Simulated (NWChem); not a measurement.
System: CH₅NZn; SMILES [CH3][Zn][NH2]

```xyz
8

Zn     0.0001     0.0252    -0.0104
C     -0.0001    -1.9086     0.0271
H      0.8850    -2.3186    -0.4853
H     -0.8908    -2.3181    -0.4760
H      0.0052    -2.2921     1.0600
N     -0.0001     1.8459     0.0788
H     -0.8184     2.3517    -0.2504
H      0.8180     2.3520    -0.2503
```
Atoms are numbered in this order, from 1.

Program: NWChem. Medium grid unless said otherwise, to which SCAN and Minnesota functionals are sensitive. Structure relaxed at the PBE0/def2-SVP level. Hybrids' shares of exact exchange are those that their runs print; pure functionals count as 0. The functionals differ in more than this share.

```
row              share of exact exchange  highest occupied level (eV)
---------------  -----------------------  ---------------------------
PBE/def2-SVP                        0.00                        -4.62
KT2/def2-SVP                        0.00                        -4.72
B3LYP/def2-SVP                      0.20                        -5.80
PBE0/def2-SVP                       0.25                     withheld
M05-2X/def2-SVP                     0.56                        -7.57
```

Question: Fit a straight line of the last column on the one before it, predict the withheld value, and compare with the run.

Answer: 
1. Means of the 4 shown rows: x = 0.190, y = -5.678. Slope Σ(x − x̄)(y − ȳ)/Σ(x − x̄)² = -1.084/0.2092 = -5.183; intercept -4.693.
2. The shown rows scatter about the line by 0.054 (root mean square); the largest residual is +0.07, at PBE/def2-SVP.
3. At x = 0.25 (PBE0/def2-SVP; inside the shown range) the line gives -5.99.
4. The run gives -6.10, -0.11 from the line, 2.0 times the scatter.
